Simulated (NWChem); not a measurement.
# Lowest excitation of hydrogen telluride (H2Te)

```xyz
3

Te     0.0000     0.0000     0.0441
H     -1.1845     0.0000    -1.1474
H      1.1845     0.0000    -1.1474
```
Charge 0, spin multiplicity 1.

The numbers come from NWChem runs, not from measurements. The geometry was optimised at PBE/def2-SVP with def2 effective core potentials on Te, a minimum by its harmonic frequencies.

Basis set: def2-SVPD.

```
method          lowest vertical singlet excitation energy (eV)  relative cost  difference from EOM-CCSD
--------------  ----------------------------------------------  -------------  ------------------------
TD-LDA (SVWN5)                                            4.06              1                     -0.17
CIS                                                       4.30        under 3                     +0.07
TD-PBE                                                    4.01        under 3                     -0.23
TD-B3LYP                                                  4.02              3                     -0.22
EOM-CCSD                                                  4.24              4                      0.00
```

The values span 0.29 eV, from TD-PBE (lowest) to CIS (highest). Costs are rough ratios of processor time within this set of runs, SCF included, with TD-LDA (SVWN5) as 1.

Effective core potentials replace the inner electrons of Te; spin-orbit coupling is left out. The correlated methods keep 4 core orbitals frozen. B3LYP has NWChem's definition, with VWN1-RPA local correlation. No row is a measurement; the coupled-cluster row has its own basis-set and correlation limits.
